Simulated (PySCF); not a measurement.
Stepwise substitution at one centre (Ge F-OH). Gas-phase values, no solvent. One relaxed conformer stands for each flexible species; it need not be the lowest. Strings in code marks are SMILES.

Quantity: redistribution energy (mixed species minus the weighted end members), in eV.

Level 1: B3LYP/3-21G // r2SCAN-D4/def2-TZVP (PySCF)
Level 2: B3LYP/6-311+G** (LANL2DZ on Ge) // r2SCAN-D4/def2-TZVP (PySCF)
Level 3: PBE/6-31G* // r2SCAN-D4/def2-TZVP (PySCF)
Level 4: SVWN5/6-31G* // r2SCAN-D4/def2-TZVP (PySCF)

```csv
species,level 1,level 2,level 3,level 4
3 of 4 F replaced by OH: `[OH][Ge]([OH])([OH])[F]`,-0.034,-0.081,-0.025,-0.022
"2 of 4 F replaced by OH: `[OH][Ge]([OH])([F])[F]` (H–O–Ge–F torsion -85°, F–Ge–O–H torsion 30°)",-0.071,-0.114,-0.075,-0.075
1 of 4 F replaced by OH: `[OH][Ge]([F])([F])[F]`,-0.064,-0.079,-0.047,-0.048
```
